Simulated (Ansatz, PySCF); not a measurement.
SiOF2, SMILES O=[Si](F)F.

Geometry optimised at B3LYP-D3(BJ)/def2-TZVP.

Vertical ionisation energy (IE) and electron affinity (EA) in eV. Rows of orbital energies are one-electron estimates. Where ΔSCF, EOM or ADC give a negative EA the extra electron is unbound and the value depends on the basis.

| level | IE | EA |
|---|---|---|
| −ε(HOMO), −ε(LUMO), B3LYP/def2-TZVPD (PySCF) | 9.17 | 2.68 |
| −ε(HOMO), −ε(LUMO), PBE/def2-TZVPD (PySCF) | 7.81 | 3.26 |
| ADC(2)/aug-cc-pVDZ (PySCF) | 10.58 | 0.23 |
| ΔSCF, PBE0/def2-SVPD (Ansatz), final states of multiplicity 2 and 2 | 12.24 | 0.46 |
| ΔSCF, PBE/def2-SVPD (Ansatz), final states of multiplicity 2 and 2 | 12.30 | 0.53 |

What vertical singlet–triplet gap does ΔSCF give with PBE0/def2-SVPD (Ansatz, a program for electronic structure) and with PBE/def2-SVPD (Ansatz)? (Estimate from the structure and the level; the computed values follow.)

5.03 and 5.07 eV (triplet above singlet where positive).

Beyond the first one, list the lowest photoelectron lines from ADC(2)/aug-cc-pVDZ run with PySCF 2.14.0 with their pole strengths (two spins summed). (The exact figures need the calculation; the answer reports its results.)

11.26 eV (1.72), 12.44 eV (1.69), 15.50 eV (1.75), 16.09 eV (1.75), 16.79 eV (1.75).
